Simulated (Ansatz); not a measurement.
HBr, triplet, at the geometry of the source list (a higher spin typed on purpose: for a closed-shell molecule this is an excited state); B3LYP-D4/pcseg-1 (Ansatz, a first-principles code).

Here is a job for Ansatz.
Ansatz 0.2 input:
```yaml
crystal:
  periodic: [false, false, false]
  atoms:
    - {symbol: Br, position_ang: [0.70040000, 0.00000000, 0.00000000]}
    - {symbol: H, position_ang: [-0.70040000, 0.00000000, 0.00000000]}
basis:
  gaussian:
    orbitals: pcseg-1.json
hamiltonian:
  xc: b3lyp
  dispersion: d4
magnetization: {spin_polarized: true, initial_magnetization: 2}
```
The basis file holds pcseg-1 in the JSON format of the Basis Set Exchange.

The log (banner, timings and long lists left out):

```
Functional definition: B3LYP
300 factors; integrals over basis functions are off by at most 1.2e-3 eV
mean field evaluation 1: about -70048.4700 eV, gradient 7.0e0 eV
mean field evaluation 2: about -70048.7193 eV, gradient 4.5e0 eV
mean field evaluation 4: about -70048.8458 eV, gradient 8.7e-2 eV
mean field evaluation 8: about -70048.8556 eV, gradient 2.1e-3 eV
mean field evaluation 16: about -70048.8556 eV, gradient 2.1e-5 eV
mean field -70048.85563197 eV, -2574.2479636554 hartree, gradient 2.1e-5 eV, S^2 2.001920; 0 other end points of the search recorded, 0 dependent functions left out
reference -70048.85579683 eV, -2574.2479697138 hartree; 19, 17 occupied and 13, 15 virtual orbitals, 300 factors
Total energy: -70048.86691731 eV, -2574.2483783838 hartree
```
